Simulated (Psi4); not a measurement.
CH₄N (SMILES C[NH]), doublet, at a GFN2-xTB geometry; Psi4 1.11 with CISD/6-311G**.

Psi4 was given this input:
```
memory 2 GB

molecule mol {
0 2
C    -0.585815    0.128395    0.111942
N     0.709462   -0.269098   -0.215816
H    -0.749381    0.155157    1.203444
H    -1.301575   -0.556244   -0.345717
H    -0.800950    1.159594   -0.218501
H     1.400559    0.354808    0.199836
}

set {
  basis 6-311g**
  reference uhf
}

energy('cisd')
print_variables()
```

**Question.** What does Psi4 print? Leave out banner, timings and long lists.

**Answer.** 
```
Traceback (most recent call last):
  File "psi4", line 375, in <module>
  File "<string>", line 27, in <module>
  File "site-packages/psi4/driver/driver.py", line 461, in energy
  File "site-packages/psi4/driver/task_planner.py", line 255, in task_planner
  File "site-packages/psi4/driver/driver_util.py", line 222, in negotiate_derivative_type
  File "site-packages/psi4/driver/driver_util.py", line 355, in highest_analytic_derivative_available

psi4.driver.p4util.exceptions.MissingMethodError: Method=cisd is not available for any derivative level under conditions CI_TYPE=CONV, REFERENCE=UHF, FREEZE_CORE=FALSE, QC_MODULE=(auto). See https://psicode.org/psi4manual/master/introduction.html#ss-cisd. Or did you mean? ccd ccsd cisdt cisdtq qcisd lccsd ci2 ci3 ci4 ci5 ci6 ci7 ci8 ci9 ci10 ci11 ci12 ci13 ci14 ci15 ci16 ci17 ci18 ci19 ci20 ci21 ci22 ci23 ci24 ci25 ci26 ci27 ci28 ci29 ci30 ci31 ci32 ci33 ci34 ci35 ci36 ci37 ci38 ci39 ci40 ci41 ci42 ci43 ci44 ci45 ci46 ci47 ci48 ci49 ci50 ci51 ci52 ci53 ci54 ci55 ci56 ci57 ci58 ci59 ci60 ci61 ci62 ci63 ci64 ci65 ci66 ci67 ci68 ci69 ci70 ci71 ci72 ci73 ci74 ci75 ci76 ci77 ci78 ci79 ci80 ci81 ci82 ci83 ci84 ci85 ci86 ci87 ci88 ci89 ci90 ci91 ci92 ci93 ci94 ci95 ci96 ci97 ci98

Printing out the relevant lines from the Psithon --> Python processed input file:
    H     1.400559    0.354808    0.199836
    ""","mol")
    core.IO.set_default_namespace("mol")
    core.set_global_option("BASIS", "6-311g**")
    core.set_global_option("REFERENCE", "uhf")
--> energy('cisd')
    print_variables()

!----------------------------------------------------------------------------------!
!                                                                                  !
!  Method=cisd is not available for any derivative level under conditions          !
!     CI_TYPE=CONV, REFERENCE=UHF, FREEZE_CORE=FALSE, QC_MODULE=(auto). See        !
!     https://psicode.org/psi4manual/master/introduction.html#ss-cisd. Or did you  !
!     mean? ccd ccsd cisdt cisdtq qcisd lccsd ci2 ci3 ci4 ci5 ci6 ci7 ci8 ci9 ci10 !
!     ci11 ci12 ci13 ci14 ci15 ci16 ci17 ci18 ci19 ci20 ci21 ci22 ci23 ci24 ci25   !
!     ci26 ci27 ci28 ci29 ci30 ci31 ci32 ci33 ci34 ci35 ci36 ci37 ci38 ci39 ci40   !
!     ci41 ci42 ci43 ci44 ci45 ci46 ci47 ci48 ci49 ci50 ci51 ci52 ci53 ci54 ci55   !
!     ci56 ci57 ci58 ci59 ci60 ci61 ci62 ci63 ci64 ci65 ci66 ci67 ci68 ci69 ci70   !
!     ci71 ci72 ci73 ci74 ci75 ci76 ci77 ci78 ci79 ci80 ci81 ci82 ci83 ci84 ci85   !
!     ci86 ci87 ci88 ci89 ci90 ci91 ci92 ci93 ci94 ci95 ci96 ci97 ci98             !
!                                                                                  !
!----------------------------------------------------------------------------------!
```

The program refused the input.
